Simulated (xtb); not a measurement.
CdCl2, charge +1, doublet, geometry from GFN2-xTB of the parent state (such geometries of metal compounds can be far from the true shape) (a state made from the parent by changing its charge; the spin is typed, not shown lowest); GFN1-xTB (xtb 6.7.1).

The xtb input:
```
$ xtb mol.xyz --gfn 1 --chrg 1 --uhf 1 --json

# file mol.xyz
3

Cd    -0.39671305     0.18389913    -0.31449633
Cl     1.79622522     0.09929264    -0.90545355
Cl    -0.67609427    -0.61853724     1.79344318
```

It wrote (shortened):

```
   ID    Z sym.   atoms
    1   48 Cd     1
    2   17 Cl     2, 3

           -------------------------------------------------
          |                Calculation Setup                |
           -------------------------------------------------

           -------------------------------------------------
          |                 G F N 1 - x T B                 |
           -------------------------------------------------

          ...................................................
          :                      SETUP                      :
          :.................................................:
          :  # basis functions                  24          :
          :  # atomic orbitals                  22          :
          :  # shells                            8          :
          :  # electrons                        15          :
          :  # halogen bonds                     0          :
          :  max. iterations                   250          :
          :  Hamiltonian                  GFN1-xTB          :
          :  restarted?                      false          :
          :  GBSA solvation                  false          :
          :  PC potential                    false          :
          :  electronic temp.          300.0000000     K    :
          :  accuracy                    1.0000000          :
          :  -> integral cutoff          0.2500000E+02      :
          :  -> integral neglect         0.1000000E-07      :
          :  -> SCF convergence          0.1000000E-05 Eh   :
          :  -> wf. convergence          0.2000000E-04 e    :
          :  Broyden damping             0.4000000          :
          :  net charge                          1          :
          :  unpaired electrons                  1          :
          ...................................................

 iter      E             dE          RMSdq      gap      omega  full diag
   1     -8.8517571 -0.885176E+01  0.278E+00    3.52       0.0  T
   2     -8.8649562 -0.131990E-01  0.167E+00    4.15       1.0  T
   3     -8.8653854 -0.429198E-03  0.949E-01    4.04       1.0  T
   4     -8.8653828  0.261453E-05  0.318E-02    4.03       1.8  T
   5     -8.8653856 -0.284133E-05  0.299E-03    4.04      19.3  T
   6     -8.8653856 -0.380068E-08  0.147E-03    4.04      39.3  T
   7     -8.8653856 -0.519059E-08  0.674E-04    4.04      85.7  T
   8     -8.8653856 -0.122806E-08  0.174E-06    4.04   33094.2  T
   9     -8.8653856 -0.142109E-13  0.668E-09    4.04  100000.0  T

   *** convergence criteria satisfied after 9 iterations ***

         :::::::::::::::::::::::::::::::::::::::::::::::::::::
         ::                     SUMMARY                     ::
         :::::::::::::::::::::::::::::::::::::::::::::::::::::
         :: total energy              -8.857588097093 Eh    ::
         :: gradient norm              0.010518328849 Eh/a0 ::
         :: HOMO-LUMO gap              4.039878755575 eV    ::
         ::.................................................::
         :: SCC energy                -8.865385616843 Eh    ::
         :: -> electrostatic           0.093109228655 Eh    ::
         :: repulsion energy           0.008875556113 Eh    ::
         :: dispersion energy         -0.001078036363 Eh    ::
         :: halogen bond corr.         0.000000000000 Eh    ::
         :: add. restraining           0.000000000000 Eh    ::
         :: total charge               1.000000000000 e     ::
         :::::::::::::::::::::::::::::::::::::::::::::::::::::

           -------------------------------------------------
          |                Property Printout                |
           -------------------------------------------------

    * Orbital Energies and Occupations

         #    Occupation            Energy/Eh            Energy/eV
      -------------------------------------------------------------
         1        2.0000           -1.1027240             -30.0066
         2        2.0000           -1.1020024             -29.9870
         3        2.0000           -0.7163539             -19.4930
         4        2.0000           -0.6490561             -17.6617
         5        1.9999           -0.6470009             -17.6058
         6        1.9964           -0.6438385             -17.5197
         7        1.8656           -0.6402757             -17.4228
         8        1.1382           -0.6367671             -17.3273 (HOMO)
         9                         -0.4883043             -13.2874 (LUMO)
        10                         -0.2999210              -8.1613
        11                         -0.2448299              -6.6622
        12                         -0.2388325              -6.4990
        13                         -0.2383718              -6.4864
        14                         -0.2383008              -6.4845
        15                         -0.2380263              -6.4770
        16                         -0.2376226              -6.4660
        17                         -0.2375218              -6.4633
        18                         -0.2374925              -6.4625
        19                         -0.2242186              -6.1013
       ...                                ...                  ...
        22                         -0.0521967              -1.4203
      -------------------------------------------------------------
                  HL-Gap            0.1484628 Eh            4.0399 eV
             Fermi-level           -0.6005209 Eh          -16.3410 eV

  Mulliken/CM5 charges         n(s)   n(p)   n(d)
     1Cd    0.73137  0.85303   0.928  0.341  0.000
     2Cl    0.13432  0.07349   1.939  4.928 -0.001
     3Cl    0.13432  0.07349   1.939  4.928 -0.001

Wiberg/Mayer (AO) data.
largest (>0.10) Wiberg bond orders for each atom

 ---------------------------------------------------------------------------
     #   Z sym  total        # sym  WBO       # sym  WBO       # sym  WBO
 ---------------------------------------------------------------------------
     1  48 Cd   1.636 --     2 Cl   0.818     3 Cl   0.818
     2  17 Cl   1.186 --     1 Cd   0.818     3 Cl   0.368
     3  17 Cl   1.186 --     1 Cd   0.818     2 Cl   0.368
 ---------------------------------------------------------------------------

Topologies differ in total number of bonds
Writing topology from bond orders to xtbtopo.mol

 dipole moment from electron density (au)
     X       Y       Z
  -0.6423   0.2978  -0.5092  total (Debye):    2.217

           -------------------------------------------------
          | TOTAL ENERGY               -8.857588097093 Eh   |
          | GRADIENT NORM               0.010518328849 Eh/α |
          | HOMO-LUMO GAP               4.039878755575 eV   |
           -------------------------------------------------

normal termination of xtb
```
